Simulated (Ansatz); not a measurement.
```yaml
crystal:
  periodic: [false, false, false]
  atoms:
    - {symbol: C, position_ang: [-0.975821, 1.632430, 2.353931]}
    - {symbol: Ga, position_ang: [0.564146, 1.024335, 1.108911]}
    - {symbol: Cl, position_ang: [0.566304, -1.306195, 1.074842]}
    - {symbol: Ga, position_ang: [-0.379716, -1.051970, -1.112383]}
    - {symbol: C, position_ang: [0.799874, -1.723977, -2.467065]}
    - {symbol: Cl, position_ang: [-0.454040, 1.419811, -1.088668]}
    - {symbol: H, position_ang: [-1.268023, 2.701327, 2.246232]}
    - {symbol: H, position_ang: [-1.704610, 1.089368, 2.120752]}
    - {symbol: H, position_ang: [-0.518427, 1.342104, 3.462203]}
    - {symbol: H, position_ang: [2.040453, 1.585884, 0.999059]}
    - {symbol: H, position_ang: [-1.974430, -1.425013, -0.945054]}
    - {symbol: H, position_ang: [0.986300, -2.775988, -2.389491]}
    - {symbol: D, position_ang: [1.823841, -1.188821, -2.234164]}
    - {symbol: H, position_ang: [0.536279, -1.283518, -3.500776]}
basis:
  gaussian: {orbitals: def2-mTZVPP, fitting: {mean_field: cc-pVTZ-jkfit}}
total_charge: -1
magnetization: {spin_polarized: true, initial_magnetization: 1}
hamiltonian: {xc: {name: wB97X}}
output: {forces: true}
```

```sh
$ ansatz run in.yaml --threads 4 --pin off --events-out ev --progress --plain --max-ram 11315MiB
```

It prints (some lines left out):

```
Error: YAML parse error: error: line 16 column 16: `D` is not an element symbol (H … Og, case-exact)
14 |     - {symbol: H, position_ang: [-1.974430, -1.425013, -0.945054]}
15 |     - {symbol: H, position_ang: [0.986300, -2.775988, -2.389491]}
16 |     - {symbol: D, position_ang: [1.823841, -1.188821, -2.234164]}
17 |     - {symbol: H, position_ang: [0.536279, -1.283518, -3.500776]}
18 | basis:
```

In this input an element symbol is wrong. The program refused the input.
